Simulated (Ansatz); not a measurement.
Ansatz (a program for electronic structure) input (HF/3-21G): The .json file is the Basis Set Exchange's 3-21G.

Ansatz 0.2 input:
```yaml
crystal:
  periodic: [false, false, false]
  atoms:
    - {symbol: C, position_ang: [-1.70345816, -0.82158574, -0.42605077]}
    - {symbol: C, position_ang: [-0.57951860, 0.05057871, 0.16201849]}
    - {symbol: C, position_ang: [-0.52169045, 1.42769907, -0.49865260]}
    - {symbol: C, position_ang: [0.69230231, -0.73077476, -0.00652922]}
    - {symbol: O, position_ang: [1.86069893, 0.06915361, 0.67621405]}
    - {symbol: H, position_ang: [-2.65467468, -0.30859008, -0.29303817]}
    - {symbol: H, position_ang: [-1.77366522, -1.79206422, 0.06621758]}
    - {symbol: H, position_ang: [-1.55782401, -0.98073214, -1.49585457]}
    - {symbol: H, position_ang: [-0.77544493, 0.15857401, 1.23661376]}
    - {symbol: H, position_ang: [-0.35550657, 1.33457491, -1.57377631]}
    - {symbol: H, position_ang: [0.26553022, 2.06089505, -0.08740342]}
    - {symbol: H, position_ang: [-1.46813513, 1.94616339, -0.35210667]}
    - {symbol: H, position_ang: [0.69901426, -1.69909476, 0.48738837]}
    - {symbol: H, position_ang: [1.04608912, -0.78957378, -1.03264474]}
    - {symbol: H, position_ang: [2.72140072, -0.38873599, 0.66588578]}
    - {symbol: H, position_ang: [1.64181404, 0.34985113, 1.58429050]}
basis:
  gaussian:
    orbitals: 3-21G.json
hamiltonian:
  xc: {name: HF}
total_charge: 1
relax: {f_tol: 0.003, max_steps: 120}
```

From the output:

```
relax step  15: F+E_penalty+E_count = -6291.33412897 eV  Δ(F+E_penalty+E_count) = -1.564e-5 eV  max|allowed force component| = 5.060e-3 eV/Å  Δτ_max = 0.0077 Å  (32 SCF iters, accepted)
these checks for a lower state are left out or cut short: starts, cluster_reference, orbital_swaps, neighbouring_geometries, increment
integrals: 0.02 GiB planned
886 factors; integrals over basis functions are off by at most 5.0e-4 eV
mean field: 0.17 GiB planned
mean field -6291.33413402 eV, -231.2022650059 hartree, gradient 7.2e-5 eV, S^2 0.000000; 0 other end points of the search recorded, 0 dependent functions left out
the calculation of the forces begins
reference -6291.33413402 eV, -231.2022650059 hartree; 21, 21 occupied and 46, 46 virtual orbitals, 886 factors
relax step  16: F+E_penalty+E_count = -6291.33413402 eV  Δ(F+E_penalty+E_count) = -5.057e-6 eV  max|allowed force component| = 3.049e-3 eV/Å  Δτ_max = 0.0082 Å  (32 SCF iters, accepted)
these checks for a lower state are left out or cut short: starts, cluster_reference, orbital_swaps, neighbouring_geometries, increment
integrals: 0.02 GiB planned
886 factors; integrals over basis functions are off by at most 5.0e-4 eV
mean field: 0.17 GiB planned
mean field -6291.33413648 eV, -231.2022650961 hartree, gradient 7.2e-5 eV, S^2 0.000000; 0 other end points of the search recorded, 0 dependent functions left out
the calculation of the forces begins
reference -6291.33413648 eV, -231.2022650961 hartree; 21, 21 occupied and 46, 46 virtual orbitals, 886 factors
relax step  17: F+E_penalty+E_count = -6291.33413648 eV  Δ(F+E_penalty+E_count) = -2.453e-6 eV  max|allowed force component| = 3.280e-3 eV/Å  Δτ_max = 0.0091 Å  (32 SCF iters, accepted)
these checks for a lower state are left out or cut short: starts, cluster_reference, orbital_swaps, neighbouring_geometries, increment
integrals: 0.02 GiB planned
886 factors; integrals over basis functions are off by at most 5.0e-4 eV
mean field: 0.17 GiB planned
mean field evaluation 128: about -6291.3341 eV, gradient 5.7e-3 eV
mean field -6291.33413688 eV, -231.2022651107 hartree, gradient 7.2e-5 eV, S^2 0.000000; 0 other end points of the search recorded, 0 dependent functions left out
the calculation of the forces begins
reference -6291.33413688 eV, -231.2022651107 hartree; 21, 21 occupied and 46, 46 virtual orbitals, 886 factors
relax step  18: F+E_penalty+E_count = -6291.33413688 eV  Δ(F+E_penalty+E_count) = -3.989e-7 eV  max|allowed force component| = 1.229e-3 eV/Å  Δτ_max = 0.0025 Å  (32 SCF iters, accepted)
integrals: 0.02 GiB planned
886 factors; integrals over basis functions are off by at most 5.0e-4 eV
mean field: 0.17 GiB planned
mean field -6291.33413688 eV, -231.2022651107 hartree, gradient 7.2e-5 eV, S^2 0.000000; 1 other end points of the search recorded, 0 dependent functions left out
the calculation of the forces begins
reference -6291.33413688 eV, -231.2022651107 hartree; 21, 21 occupied and 46, 46 virtual orbitals, 886 factors
Total energy: -6291.33413688 eV, -231.2022651107 hartree
Atom 0 at    -1.739969    -0.810950    -0.457002 Å, force    -0.000026    -0.000462     0.000141 eV/Å
Atom 1 at    -0.605533     0.018192     0.195072 Å, force    -0.000544     0.000140     0.000369 eV/Å
Atom 2 at    -0.474170     1.395048    -0.477437 Å, force     0.000346    -0.000342    -0.000221 eV/Å
Atom 3 at     0.664050    -0.798747     0.043721 Å, force     0.000411     0.000363    -0.000268 eV/Å
Atom 4 at     1.838920    -0.028688     0.758192 Å, force     0.000726     0.000223    -0.000216 eV/Å
Atom 5 at    -2.673881    -0.275381    -0.350744 Å, force     0.000160     0.000005     0.000024 eV/Å
Atom 6 at    -1.855220    -1.779615     0.014893 Å, force    -0.000015     0.000107    -0.000178 eV/Å
Atom 7 at    -1.553351    -0.952559    -1.515411 Å, force     0.000000     0.000015    -0.000025 eV/Å
Atom 8 at    -0.830442     0.133352     1.250445 Å, force    -0.000132     0.000045     0.000083 eV/Å
Atom 9 at    -0.281006     1.282000    -1.538634 Å, force     0.000026     0.000067    -0.000040 eV/Å
Atom 10 at     0.320032     1.989416    -0.041756 Å, force     0.000226     0.000284     0.000073 eV/Å
Atom 11 at    -1.397988     1.946980    -0.363786 Å, force     0.000010    -0.000144     0.000142 eV/Å
Atom 12 at     0.656151    -1.753074     0.539342 Å, force    -0.000097     0.000140    -0.000032 eV/Å
Atom 13 at     1.020144    -0.858295    -0.970063 Å, force    -0.000183    -0.000219    -0.000076 eV/Å
Atom 14 at     2.729325     0.040587     0.375685 Å, force    -0.001229     0.000002     0.000810 eV/Å
Atom 15 at     1.719870     0.338073     1.650053 Å, force     0.000321    -0.000223    -0.000586 eV/Å
Dipole moment:     1.206229    -0.135759     0.470828 e Å
```

The dipole moment of an ion depends on the origin.

The geometry given is a B3LYP-D3(BJ)/def2-TZVP minimum.
